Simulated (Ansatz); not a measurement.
`[CH3][GeH]([F])[GeH3]` and `[CH3][GeH]([F])[Br]` differ in one atom or group.

Ansatz, PBE0-D4/def2-TZVP geometries, multiplicity 1. 

Scalar relativity is left out up to krypton.

| property | `[CH3][GeH]([F])[GeH3]` |
| --- | --- |
| LUMO energy (ωB97M-V/def2-TZVPP) / eV | 1.72 |
| HOMO–LUMO gap (B3LYP/def2-TZVPP) / eV | 7.51 |
| HOMO–LUMO gap (ωB97M-V/def2-TZVPP) / eV | 11.81 |
| LUMO energy (B3LYP/def2-TZVPP) / eV | -0.33 |
| HOMO energy (PBE0/def2-TZVPP) / eV | -8.05 |
| HOMO–LUMO gap (PBE0/def2-TZVPP) / eV | 7.93 |

Question: What does the change do to each property? (Best estimate.)

Answer: Ansatz gave: 
```
                               property  `[CH3][GeH]([F])[Br]`  shift
  LUMO energy (ωB97M-V/def2-TZVPP) / eV                   1.68  -0.04
  HOMO–LUMO gap (B3LYP/def2-TZVPP) / eV                   7.58   0.07
HOMO–LUMO gap (ωB97M-V/def2-TZVPP) / eV                  12.31   0.50
    LUMO energy (B3LYP/def2-TZVPP) / eV                  -0.58  -0.25
     HOMO energy (PBE0/def2-TZVPP) / eV                  -8.42  -0.37
   HOMO–LUMO gap (PBE0/def2-TZVPP) / eV                   8.16   0.23
```

With PBE0 the HOMO falls by 0.37 eV and the LUMO falls by 0.14 eV, so the gap widens by about 0.23 eV. PBE moves the HOMO by -0.26 eV and ωB97M-V by -0.54 eV.

B3LYP here is the variant with VWN-RPA as its local correlation; programs differ in this.

Spin–orbit coupling is left out; it splits and shifts lone-pair levels of the heavy atoms by tenths of an eV.
